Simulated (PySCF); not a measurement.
CH$_{6}$BNSi, BH$_{5}$N$_{2}$Si, BH$_{3}$NOSi (calculated)

Computed with PySCF 2.14.0. Calculation on a computer-drawn molecule: the log of a Hartree-Fock and frozen-core CCSD(T) single point meant for a local Hartree-Fock minimum, with one planted fault or none, to be diagnosed. Offsets are logged minus clean, where the clean run is the same molecule without the fault. The reference is restricted for singlets and unrestricted otherwise, and also for a bond in bohr or an excited solution. Adding or removing an electron swaps singlet and doublet. The excited solution moves the top pair (singlet) or top alpha electron (doublet) to the lowest empty orbital. Highest occupied and lowest empty are orbital energies over both spins, largest force is the largest gradient component, triples share is (T) over the correlation energy, the T1 limit is 0.02 restricted and 0.045 unrestricted, electrons count all cores, a negative frequency is imaginary (commonest isotopes), and the dipole is about the centre of nuclear charge.

Common to all runs: meant multiplicity 1; logged electrons 38; logged SCF converged yes; logged SCF stable within its kind yes; possible faults no fault, one electron removed, one electron added, multiplicity raised by two, geometry at a saddle point, SCF held on an excited solution, minimal basis STO-3G, one bond length entered in bohr, all coordinates scaled.

(1) 
```xyz
10
formula=CH6BNSi meant_charge=0 meant_basis=cc-pV(D+d)Z logged_basis_functions=95 logged_spin_squared=2.0355 logged_highest_occupied=-5.9489 logged_lowest_empty=0.15465 logged_largest_force=0.13953 logged_T1_diagnostic=0.024921 logged_D1_diagnostic=0.12966 logged_triples_share=0.028543 logged_CC_converged=yes logged_dipole_magnitude=0.76098 logged_energy_HF=-409.33955 logged_energy_CCSD(T)=-409.85828 planted_fault=multiplicity_raised_by_two HF_energy_offset_from_clean_run=64.38 CCSD(T)_energy_offset_from_clean_run=86.72
B     -1.4639     0.6260     1.0779
N     -0.4053     0.9832     0.2607
Si     0.7948     1.3744    -0.6497
C      0.7348     2.5489    -2.0871
H     -1.7109     1.2595     2.0772
H     -2.1600    -0.3233     0.8036
H      2.1428     0.8193    -0.4360
H     -0.2726     2.9408    -2.2285
H      1.4241     3.3819    -1.9199
H      1.0546     2.0403    -3.0014
```

Units: logged_highest_occupied, logged_lowest_empty in eV; logged_largest_force in hartree/bohr; logged_dipole_magnitude in debye; logged_energy_HF, logged_energy_CCSD(T) in hartree; HF_energy_offset_from_clean_run, CCSD(T)_energy_offset_from_clean_run in kcal/mol.

Drawn bonds:
| atom | other atom | order |
| --- | --- | --- |
| 1 | 2 | 1 |
| 2 | 3 | 2 |
| 3 | 4 | 1 |
| 1 | 5 | 1 |
| 1 | 6 | 1 |
| 3 | 7 | 1 |
| 4 | 8 | 1 |
| 4 | 9 | 1 |
| 4 | 10 | 1 |

(2) 
```xyz
9
formula=BH5N2Si meant_charge=0 meant_basis=cc-pV(D+d)Z logged_basis_functions=90 logged_spin_squared=0.7192 logged_highest_occupied=-9.2161 logged_lowest_empty=1.1246 logged_largest_force=0.02691 logged_T1_diagnostic=0.060811 logged_D1_diagnostic=0.29943 logged_triples_share=0.038823 logged_CC_converged=yes logged_dipole_magnitude=5.2578 logged_energy_HF=-425.31833 logged_energy_CCSD(T)=-425.88509 planted_fault=one_bond_length_entered_in_bohr,row_7_of_the_drawn_bonds HF_energy_offset_from_clean_run=96.24 CCSD(T)_energy_offset_from_clean_run=95.86
B      1.1093    -2.1409    -1.9374
N      0.7017    -1.3437    -0.8794
Si     0.2524    -0.4552     0.3081
N     -0.7740     0.8636     0.2369
H      0.4776    -3.1235    -2.2554
H      2.1062    -1.8732    -2.5700
H      0.6671    -0.6409     1.7011
H     -1.5624     1.4847    -1.3675
H     -1.0297     1.4020     1.0408
```

Units: logged_highest_occupied, logged_lowest_empty in eV; logged_largest_force in hartree/bohr; logged_dipole_magnitude in debye; logged_energy_HF, logged_energy_CCSD(T) in hartree; HF_energy_offset_from_clean_run, CCSD(T)_energy_offset_from_clean_run in kcal/mol.

Drawn bonds:
| atom | other atom | order |
| --- | --- | --- |
| 1 | 2 | 1 |
| 2 | 3 | 2 |
| 3 | 4 | 1 |
| 1 | 5 | 1 |
| 1 | 6 | 1 |
| 3 | 7 | 1 |
| 4 | 8 | 1 |
| 4 | 9 | 1 |

Notes: T1 above single-reference limit.

(3) 
```xyz
7
formula=BH3NOSi meant_charge=-1 meant_basis=aug-cc-pV(D+d)Z logged_basis_functions=128 logged_spin_squared=2.033 logged_highest_occupied=0.72992 logged_lowest_empty=2.8058 logged_largest_force=0.09616 logged_dipole_magnitude=8.7229 logged_energy_HF=-444.65068 planted_fault=multiplicity_raised_by_two HF_energy_offset_from_clean_run=80.7
B     -0.6979     1.5365     1.3226
N     -0.8053     0.3054     0.7553
Si    -1.0166    -1.1251     0.0812
O     -2.2337    -1.8790    -0.4565
H     -0.7920     1.7203     2.5342
H     -0.4843     2.5540     0.6671
H      0.2670    -1.8704    -0.0398
```

Units: logged_highest_occupied, logged_lowest_empty in eV; logged_largest_force in hartree/bohr; logged_dipole_magnitude in debye; logged_energy_HF in hartree; HF_energy_offset_from_clean_run in kcal/mol.

Drawn bonds:
| atom | other atom | order |
| --- | --- | --- |
| 1 | 2 | 1 |
| 2 | 3 | 2 |
| 3 | 4 | 1 |
| 1 | 5 | 1 |
| 1 | 6 | 1 |
| 3 | 7 | 1 |

Notes: coupled-cluster numbers left out as unreliable; highest electron not bound in this basis.
